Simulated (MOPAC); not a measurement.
Input file for MOPAC: PM3 on H3InSe (SMILES [SeH][InH2]), a point of a bond scan (R = 1.987 Å).

```
PM3 1SCF PRECISE CHARGE=0 THREADS=1
H3InSe

In     0.22339801 1     0.01839752 1    -0.98952239 1
H     -1.02239165 1    -0.56246117 1    -2.02010142 1
H      1.78075972 1     0.62095011 1    -1.39331669 1
Se    -0.37150912 1    -0.04334066 1     1.47104518 1
H      1.38072142 1     0.70854945 1     2.02918090 1
```

The log:

```
*******************************************************************************
 **                                                                           **
 **                              MOPAC v23.2.5                                **
 **                                                                           **
 *******************************************************************************
 ** MOPAC's Digital Object Identifier: https://doi.org/10.5281/zenodo.6511958 **
 **                                                                           **
 ** Please cite the open-source release paper for use of this MOPAC version:  **
 ** J. E. Moussa and J. J. P. Stewart (2026)                                  **
 ** MOPAC: An open-source semiempirical molecular orbital program             **
 ** J. Open Source Softw., 11(119), 8025, https://doi.org/10.21105/joss.08025 **
 *******************************************************************************

                              PM3 CALCULATION RESULTS

 *******************************************************************************
 *  PM3        - The PM3 Hamiltonian to be used
 *
 *
 *
 *                 CHARGE ON SYSTEM = 0
 *
 *
 *
 *  PRECISE    - TIGHTER CRITERIA TO BE USED
 *  1SCF       - DO 1 SCF AND THEN STOP
 *  THREADS=1  - MULTI-THREADING NOT USED
 *  T=         - A TIME OF 172800.0 SECONDS REQUESTED
 *  DUMP=N     - RESTART FILE WRITTEN EVERY 7200.0 SECONDS REQUESTED
 *******************************************************************************
PM3 1SCF PRECISE CHARGE=0 THREADS=1
 H3InSe

   ATOM   CHEMICAL          X               Y               Z
  NUMBER   SYMBOL      (ANGSTROMS)     (ANGSTROMS)     (ANGSTROMS)

     1      In          0.22339801  *   0.01839752  *  -0.98952239  *
     2       H         -1.02239165  *  -0.56246117  *  -2.02010142  *
     3       H          1.78075972  *   0.62095011  *  -1.39331669  *
     4      Se         -0.37150912  *  -0.04334066  *   1.47104518  *
     5       H          1.38072142  *   0.70854945  *   2.02918090  *



          CARTESIAN COORDINATES

    NO.       ATOM           X           Y           Z

     1        In          0.2234      0.0184     -0.9895
     2         H         -1.0224     -0.5625     -2.0201
     3         H          1.7808      0.6210     -1.3933
     4        Se         -0.3715     -0.0433      1.4710
     5         H          1.3807      0.7085      2.0292

  H: (PM3): J. J. P. STEWART, J. COMP. CHEM. 10, 209 (1989).
 Se: (PM3): J. J. P. STEWART, J. COMP. CHEM. 12, 320-341 (1991).
 In: (PM3): J. J. P. STEWART, J. COMP. CHEM. 12, 320-341 (1991).

           Empirical Formula: H3 In Se  =     5 atoms



      MOLECULAR POINT GROUP   :   Cs


      RHF CALCULATION, NO. OF DOUBLY OCCUPIED LEVELS = 6


 -------------------------------------------------------------------------------
 PM3 1SCF PRECISE CHARGE=0 THREADS=1
 H3InSe



     1SCF WAS SPECIFIED, SO BFGS WAS NOT USED
     SCF FIELD WAS ACHIEVED


                              PM3 CALCULATION
                                                       MOPAC v23.2.5 Linux




          FINAL HEAT OF FORMATION =         62.50037 KCAL/MOL =     261.50156 KJ/MOL


          COSMO AREA              =        108.50 SQUARE ANGSTROMS
          COSMO VOLUME            =         93.60 CUBIC ANGSTROMS

          IONIZATION POTENTIAL    =         10.475953 EV
          HOMO LUMO ENERGIES (EV) =        -10.476 -3.213
          NO. OF FILLED LEVELS    =          6
          MOLECULAR WEIGHT        =        196.8037         POINT GROUP:  Cs

          MOLECULAR DIMENSIONS (Angstroms)

            Atom       Atom       Distance
            H     5    H     2     4.87720
           Se     4    H     3     3.45950
           In     1    H     5     0.00000


          SCF CALCULATIONS        =          1





   ATOM   CHEMICAL          X               Y               Z
  NUMBER   SYMBOL      (ANGSTROMS)     (ANGSTROMS)     (ANGSTROMS)

     1      In          0.22339801  *   0.01839752  *  -0.98952239  *
     2       H         -1.02239165  *  -0.56246117  *  -2.02010142  *
     3       H          1.78075972  *   0.62095011  *  -1.39331669  *
     4      Se         -0.37150912  *  -0.04334066  *   1.47104518  *
     5       H          1.38072142  *   0.70854945  *   2.02918090  *

                             CARTESIAN COORDINATES

   1   In        0.223398010     0.018397520    -0.989522390
   2    H       -1.022391650    -0.562461170    -2.020101420
   3    H        1.780759720     0.620950110    -1.393316690
   4   Se       -0.371509120    -0.043340660     1.471045180
   5    H        1.380721420     0.708549450     2.029180900


           Empirical Formula: H3 In Se  =     5 atoms



      MOLECULAR POINT GROUP   :   Cs


                  EIGENVALUES
 -18.30359 -15.44873 -13.61076 -11.82130 -11.16699 -10.47595  -3.21347  -2.97906
  -1.55372   0.58328   1.57161


              NET ATOMIC CHARGES AND DIPOLE CONTRIBUTIONS

  ATOM NO.   TYPE          CHARGE      No. of ELECS.   s-Pop       p-Pop
    1         In          -0.262053        3.2621     1.16836     2.09369
    2          H           0.058593        0.9414     0.94141
    3          H           0.045683        0.9543     0.95432
    4         Se           0.007528        5.9925     1.92655     4.06592
    5          H           0.150250        0.8498     0.84975
 DIPOLE           X         Y         Z       TOTAL
 POINT-CHG.     0.805     0.465     1.889     2.105
 HYBRID         0.640     0.238    -0.298     0.745
 SUM            1.445     0.703     1.591     2.261


          ATOMIC ORBITAL ELECTRON POPULATIONS

     Atom    s        px        py        pz
    1 In   1.16836   0.86126   0.36142   0.87102
    2  H   0.94141
    3  H   0.95432
    4 Se   1.92655   1.23201   1.65764   1.17628
    5  H   0.84975

 **********************
 *                    *
 * JOB ENDED NORMALLY *
 *                    *
 **********************




 == MOPAC DONE ==
```

The run finished.

Cost: about 0.020 core-seconds (a rough figure).
